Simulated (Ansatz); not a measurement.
F$_{2}$Ge$_{2}$H$_{4}$ (`[F][GeH]([F])[GeH3]`). Total charge 0; spin multiplicity 1. The structure was optimised at the PBE0-D4/def2-TZVP level.

```xyz
8

F     1.947   -0.919   -0.927
Ge    0.324   -1.060   -0.333
F     0.487   -2.005    1.112
Ge   -0.462    1.150    0.282
H    -0.428   -1.943   -1.342
H    -0.520    2.016   -0.982
H    -1.863    1.017    0.891
H     0.515    1.744    1.300
```

Question: What is the dipole moment at r2SCAN/def2-TZVPP? (Estimate.)

Answer: Computed: 2.97 D, with components (-2.28, 1.76, -0.70) D in this frame, pointing from negative to positive charge.

Question: And with PBE, B3LYP, ωB97M-V? (An estimate is asked.)

Answer: Ansatz gave: PBE 2.86 D, B3LYP 3.08 D, ωB97M-V 3.09 D.

Question: Give the Mulliken charges with r2SCAN, ωB97M-V, PBE in def2-TZVPP. (Best estimate.)

Answer: The calculation gave: 
```tsv
atom	r2SCAN	ωB97M-V	PBE
F1	-0.37	-0.37	-0.33
Ge2	0.74	0.71	0.68
F3	-0.37	-0.37	-0.33
Ge4	-0.01	-0.10	-0.04
H5	-0.03	0.00	-0.03
H6	0.01	0.04	0.02
H7	0.01	0.04	0.02
H8	0.02	0.05	0.02
```

B3LYP here is the variant with VWN-RPA as its local correlation; programs differ in this.
